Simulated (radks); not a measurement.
Spherical quantum dot in the effective-mass picture: electrons in a parabolic well V = omega^2 r^2 / 2 with omega = 0.788, with a point charge +2 (a donor) at the centre, all in effective atomic units (hartree* = m*/eps^2 hartree, bohr* = eps/m* bohr), one dielectric constant everywhere. Calculated with a radial shooting solver with Libxc functionals: non-relativistic Kohn-Sham, LDA (Slater exchange, Perdew-Wang correlation), spin-polarised, spherical densities. Levels are named by radial order and angular momentum (1s, 1p, 1d, 2s, ...), and open shells are averaged over m. Results are scaled to m* = 0.099 and eps = 16.1, for which hartree* = 10.39 meV and bohr* = 8.606 nm. Each electron was tried in the lowest free levels, single moves between levels near the top were tried too, and the lowest total energy was kept; such a search can miss a lower state. At N = 1 the Hartree and exchange-correlation terms need not cancel, so that row can carry a self-interaction error.

N,open shells,2S,E (meV),mu = E(N) - E(N-1) (meV),addition energy mu(N+1) - mu(N) (meV),rms radius (nm)
1,"1s(up 1, down 0)",1,-17.9725,-17.973,12.57,6.718
2,none,0,-23.3749,-5.4024,24.23,7.609
3,"1p(up 1, down 0)",1,-4.54873,18.826,4.785,10.56
4,"1p(up 2, down 0)",2,19.0623,23.611,4.831,12.06
5,"1p(up 3, down 0)",3,47.5047,28.442,6.035,13.11
6,"1p(up 3, down 1)",2,81.9818,34.477,4.230,13.99
7,"1p(up 3, down 2)",1,120.689,38.707,4.245,14.72
8,none,0,163.640,42.951,5.971,15.37
9,"2s(up 1, down 0)",1,212.562,48.922,4.223,16.13
10,none,0,265.708,53.146,7.809,16.80
11,"1d(up 1, down 0)",1,326.663,60.955,3.478,17.47
12,"1d(up 2, down 0)",2,391.096,64.433,3.444,18.06
13,"1d(up 3, down 0)",3,458.973,67.877,3.405,18.59
14,"1d(up 4, down 0)",4,530.256,71.282,3.364,19.08
15,"1d(up 5, down 0)",5,604.902,74.647,4.130,19.53
16,"1d(up 5, down 1)",4,683.679,78.777,3.189,19.96
17,"1d(up 5, down 2)",3,765.645,81.966,3.166,20.37
18,"1d(up 5, down 3)",2,850.777,85.132,3.139,20.76
19,"1d(up 5, down 4)",1,939.049,88.271,3.109,21.12
20,none,0,1030.43,91.380,7.789,21.47
21,"1f(up 1, down 0)",1,1129.60,99.169,2.869,21.88
22,"1f(up 2, down 0)",2,1231.64,102.04,2.850,22.27
23,"1f(up 3, down 0)",3,1336.52,104.89,2.830,22.63
24,"1f(up 4, down 0)",4,1444.24,107.72,2.810,22.98
25,"1f(up 5, down 0)",5,1554.77,110.53,2.789,23.31
26,"1f(up 6, down 0)",6,1668.09,113.32,2.768,23.63
27,"1f(up 7, down 0)",7,1784.18,116.09,3.114,23.93
28,"1f(up 7, down 0) 2p(up 1, down 0)",8,1903.37,119.20,2.812,24.23
29,"1f(up 7, down 0) 2p(up 2, down 0)",9,2025.39,122.01,2.799,24.51
30,"1f(up 7, down 0) 2p(up 3, down 0)",10,2150.20,124.81,-,24.79

All shells are closed at N = 2, 8, 10, 20 (there: 1s2 1p6 1d10 2s2); the second difference of the energy has clear peaks (12 % above both neighbours; the first and last values, which can be the largest, are not judged, and half-filled shells can peak too) at N = 2, 5, 8, 10, 15, 20.
